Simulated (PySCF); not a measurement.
Cl₃Sb, SMILES [Cl][Sb]([Cl])[Cl] (connectivity only; charge and spin as stated), charge +1, multiplicity 2.

Geometry optimised at PBE0-D3(BJ)/def2-SVP. The spin state was assumed, not searched. The isomer is the one that the SMILES or the coordinates give; other isomers of the formula were not compared. The def2 effective core potentials stand for the cores of Sb; spin–orbit coupling is left out.

Level of theory: M06-2X/def2-TZVPD (PySCF).

total energy: -1620.52639 hartree
point group: Cs
α spin, highest occupied and lowest empty level: -15.55 and -6.86 eV
β spin, highest occupied and lowest empty level: -16.33 and -10.89 eV
dipole moment about the centre of nuclear charge: 0.335 e·Å
mean static polarisability: 78.9 bohr³ (11.70 Å³)
polarisability, principal values: 55.1, 90.9, 90.9 bohr³
⟨S²⟩: 0.761 (pure state 0.75)
